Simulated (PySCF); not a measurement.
# Nuclear quadrupole coupling in `CC[Si](N)(N)O`

C₂H₁₀N₂OSi.
Atom-mapped SMILES: `[CH3:1][CH2:2][Si:3]([NH2:4])([NH2:5])[OH:6]` (hydrogens: H7, H8, H9 on C1; H10, H11 on C2; H12, H13 on N4; H14, H15 on N5; H16 on O6)

Cartesian coordinates in Å at the GFN2-xTB level; atoms count from 1:
```
atom  x, y, z in Å
C1     2.047    0.534    0.111
C2     1.047   -0.616    0.084
Si3   -0.766   -0.048    0.087
N4    -1.029    0.956   -1.298
N5    -1.738   -1.482    0.099
O6    -1.167    0.807    1.430
H7     1.962    1.137   -0.790
H8     1.867    1.179    0.968
H9     3.069    0.162    0.173
H10    1.241   -1.230   -0.794
H11    1.225   -1.256    0.950
H12   -0.342    1.667   -1.487
H13   -1.948    1.357   -1.406
H14   -2.732   -1.363    0.211
H15   -1.569   -2.160   -0.625
H16   -1.175    0.365    2.275
```

Field gradients from the PBE0/pcSseg-1 density (PySCF, non-relativistic), principal values in atomic units, ordered |Vxx| ≤ |Vyy| ≤ |Vzz|:

```tsv
atom	Vxx	Vyy	Vzz
N4	0.2831	0.6317	-0.9147
N5	0.2802	0.6314	-0.9116
O6	-0.4296	-1.0735	1.5031
```

Question: Find the asymmetry η = (Vxx − Vyy)/Vzz and the couplings χ = eQV/h (234.96 MHz × Q in barn × V in au), with Q(14N) = 0.02044 b, Q(17O) = −0.0256 b.

Answer: 
| atom | environment | nucleus | η | χzz (MHz) | χxx (MHz) | χyy (MHz) |
| --- | --- | --- | --- | --- | --- | --- |
| N4 | silicon-bound nitrogen | 14N | 0.38 | -4.393 | 1.359 | 3.034 |
| N5 | silicon-bound nitrogen | 14N | 0.39 | -4.378 | 1.346 | 3.032 |
| O6 | silanol oxygen | 17O | 0.43 | -9.04 | 2.58 | 6.46 |

Question: What is Vzz at N5 in SI units (1 au = 9.71736 × 10²¹ V/m²)?

Answer: -0.9116 au = -8.858 × 10²¹ V/m².

Question: And the gradient at the other heavy atoms, for which no coupling is worked out here?

Answer: 
```json
{"atom": "C1", "environment": "methyl carbon", "Vzz (au)": "0.061", "η": "0.29"}
{"atom": "C2", "environment": "sp3 carbon bound to silicon", "Vzz (au)": "-0.110", "η": "0.61"}
{"atom": "Si3", "environment": "oxygen-bound silicon", "Vzz (au)": "0.250", "η": "0.78"}
```

Were the hydrogens deuterons (Q(2H) = 0.00286 b), χzz would run from 210 kHz (H9, H8 and H11) to 346 kHz (H16).

One conformer (not necessarily the lowest) at the GFN2-xTB geometry, without solvent, vibrations or thermal averaging. GFN2-xTB bond lengths can be off by several hundredths of an ångström, more for odd bonds, and the gradients follow them. The basis is small and wasn't made for field gradients, so the couplings can be 20 % off.

The run behind these numbers computed NMR shieldings as well. Time: 44 s of wall time (with the writing of density and orbital grids); peak memory 0.73 GiB. Hardware: Arm Neoverse N1, one thread, no GPU, shared host.
